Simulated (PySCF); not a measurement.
An unknown shows these calculated signals:

1H NMR (400 MHz, computed): δ 7.47 (m, 2H), 7.45 (m, 2H), 7.40 (m, 1H), 1.36 (m, 6H), -0.79 (m, 9H).

13C{1H} NMR (computed): δ 137.4 (C), 133.6 (CH), 132.8 (CH), 132.1 (CH), 11.2 (CH3), -13.0 (CH3).

Calculated, not measured (PySCF 2.14): σ from GIAO-PBE/pcSseg-1, geometry: PBE0-D3(BJ)/def2-SVP. One averaged value for each set of equivalent atoms, single conformer, no solvent model, non-relativistic.

References, each an isolated molecule treated in the same way: 1H, 13C vs TMS.

Question: Which of these does the molecule contain: a benzene ring, a three-membered ring, a CH3CH2 unit, a C≡C triple bond?

Answer: 
- A benzene ring: yes.
- A three-membered ring: no.
- A CH3CH2 unit: no.
- A C≡C triple bond: no.

The data belong to SMILES [CH3][Al-]([CH3])([CH3])[P+](C)(C)c1ccccc1, C11H20AlP; they needn't prove each group on their own.

Carbon signals by region: 4 in the sp2 and nitrile region (100–160 ppm), 2 below 50 ppm.

Splittings by 31P in the carbon and heteronuclear signals aren't shown, as no couplings were computed. Shifts are as computed. Against solution values, carbons near 30 ppm lie about +2 ppm off and those near 130 ppm about +2 ppm. Of 1211 compounds with measured shifts, 218 miss one by over three times the rms of a fit or turn the order of signals round; such compounds aren't used in these exercises. Multiplicities follow the n + 1 count of equivalent neighbours, as no J values were calculated; m marks all less simple cases, F and P coupling included.
